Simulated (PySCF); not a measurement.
**Electronic absorption of C7H12BP**

Compound: C7H12BP.
Atom-mapped SMILES: `[BH3-:1][P@H+:2]1[CH:3]=[CH:4][C@@H:5]([CH:6]=[CH2:7])[CH:8]=[CH:9]1` (hydrogens: H10, H11, H12 on B1; H13 on P2; H14 on C3; H15 on C4; H16 on C5; H17 on C6; H18, H19 on C7; H20 on C8; H21 on C9)

Method used: TDDFT PBE0/def2-SVPD, vertical, gas phase, core orbitals frozen in the response in PySCF. The structure is a single PBE0-D3(BJ)/def2-SVP conformer in the gas phase; no vibrational or solvent corrections. Torsions of this conformer, `[BH3-:1][P@H+:2]1[CH:3]=[CH:4][C@@H:5]([CH:6]=[CH2:7])[CH:8]=[CH:9]1`: C4–C5–C6–C7 -116°.

Task: What does the calculation give for the low-lying excited states?

Result: 

| state | E (eV) | ν̃ (cm⁻¹) | f | \|μ\| (D) | symmetry | main configurations (H = HOMO, L = LUMO) |
| --- | --- | --- | --- | --- | --- | --- |
| S1 | 5.16 | 41630 | 0.0006 | 0.17 | – | H→L (99%) |
| S2 | 5.75 | 46350 | 0.011 | 0.72 | A′ | H-1→L (54%), H→L+1 (37%) |
| S3 | 5.89 | 47500 | 0.046 | 1.43 | A′ | H-2→L (85%), H-1→L (10%) |
| S4 | 5.92 | 47730 | 0.0003 | 0.12 | – | H-3→L (99%) |
| S5 | 6.09 | 49130 | 0.529 | 4.79 | A′ | H→L+1 (46%), H-1→L (30%), H-4→L (14%) |
| S6 | 6.11 | 49250 | 0.0016 | 0.26 | – | H-1→L+1 (90%) |
| S7 | 6.28 | 50650 | 0.012 | 0.70 | A″ | H-2→L+1 (90%) |
| S8 | 6.37 | 51360 | 0.0019 | 0.28 | – | H-3→L+1 (98%) |
| S9 | 6.72 | 54210 | 0.070 | 1.66 | A′ | H-4→L (41%), H→L+2 (40%) |
| S10 | 6.73 | 54260 | 0.0082 | 0.57 | A″ | H-5→L (83%), H→L+3 (10%) |

Triplets (Tamm–Dancoff): T1 4.01 eV, H-1→L (50%), H→L+1 (25%); T2 4.02 eV, H→L (59%), H-4→L+1 (14%), H-1→L+1 (11%); T3 4.29 eV, H-1→L+3 (26%), H-4→L (25%), H→L+1 (19%); T4 5.59 eV, H-1→L+1 (44%), H→L (35%), H-4→L+1 (11%).

The lowest singlet lies at 5.16 eV (240 nm, ultraviolet) and is very weak; its leading configuration is HOMO→LUMO (99%). The most intense listed level is S5 at 6.09 eV (204 nm, f = 0.529), 0.93 eV above S1. S9/S10 lie within about 0.01 eV of each other. Löwdin shares by element: HOMO carbon 22% or more, boron 17%, phosphorus 15% (atoms not listed hold the other 47%); LUMO carbon 52% or more (atoms not listed hold the other 48%). The listed states span 1.57 eV, and the widest gap between neighbours is 0.59 eV (S1 to S2). Orbital energies (eV): HOMO-3 -8.15, HOMO-2 -8.11, HOMO-1 -7.92, HOMO -7.55, LUMO -1.30, LUMO+1 -0.74, LUMO+2 0.32. Weighted by f, the mean energy of these states is 6.15 eV. The vertical ionisation energy (ΔSCF) is 9.16 eV, 2.43 eV above S10. Symmetry labels in Cs follow from the direction of the transition dipole and are given only for states with f of 0.002 or more. Singlets were solved by full linear response, triplets in the Tamm–Dancoff approximation.
